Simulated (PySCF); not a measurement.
**Hf²⁺ (hafnium, charge +2) across methods**

[Xe] 4f14 5d1 6s1, high-spin 3D determinant (an excited configuration). Calculation: PySCF 2.14, in def2-TZVPPD with the def2 core potential (60 electrons) (6s5p3d2f1g, 59 functions); a scalar-relativistic core potential.

```
   method  E (hartree)  mean ε 5p β (eV)  mean ε 5d α (eV)  mean ε 6s α (eV)  Σ⟨r²⟩ (bohr²)   ⟨S²⟩
   r2SCAN     -47.0877           -51.776           -19.752           -19.059          30.60  2.001
CAM-B3LYP     -47.0262           -54.493           -21.836           -20.757          30.47  2.001
     PBE0     -47.0578           -53.100           -20.699           -19.632          30.60  2.001
      UHF    -46.66402           -58.453           -23.865           -21.218          30.97  2.003
   revPBE     -47.1198           -50.956           -19.416           -18.864          30.56  2.001
      LDA     -46.9173           -50.664           -19.095           -19.097          30.49  2.000
  wB97X-V     -47.0480           -55.757           -22.828           -21.407          30.57  2.001
   PBEsol     -46.9788           -50.780           -19.286           -18.995          30.60  2.001
```

Q: Estimate the same row for PBE.

A: E (hartree) = -47.0783; mean ε 5p β (eV) = -50.921; mean ε 5d α (eV) = -19.395; mean ε 6s α (eV) = -18.937; Σ⟨r²⟩ (bohr²) = 30.57; ⟨S²⟩ = 2.001.

Energies and moments cover only the electrons outside the core potential. Spin-orbit coupling, absent here, splits the open shell strongly.
